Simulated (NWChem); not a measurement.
# CH₃FMg; SMILES [CH3][Mg][F]

```xyz
6

Mg    -0.0770     0.2809     0.0014
F      0.2007     2.0247    -0.0011
C     -0.4036    -1.7715     0.0043
H      0.0622    -2.2590    -0.8686
H     -1.4794    -2.0131    -0.0233
H      0.0147    -2.2493     0.9061
```
Atoms are numbered in this order, from 1.

All runs: NWChem. Structure relaxed at the PBE0/def2-SVP level. Ions are spin-unrestricted doublets at the neutral geometry; other ion states weren't tried. Functional: LC-ωPBE (HJS hole) with def2-SVP; rows give the range parameter ω in 1/bohr.

```tsv
range parameter (1/bohr)	vertical ionisation energy, ΔSCF (eV)	−ε(HOMO) (eV)	ΔSCF minus −ε(HOMO) (eV)
0.15	10.08	8.48	1.60
0.20	10.14	9.01	1.13
0.30	___	___	___
0.35	13.36	10.11	3.25
0.50	13.35	10.70	2.65
```

**Question.** Fill in the missing entries.

**Answer.** 
- 0.30, vertical ionisation energy, ΔSCF (eV): 10.19
- 0.30, −ε(HOMO) (eV): 9.82
- 0.30, ΔSCF minus −ε(HOMO) (eV): 0.37
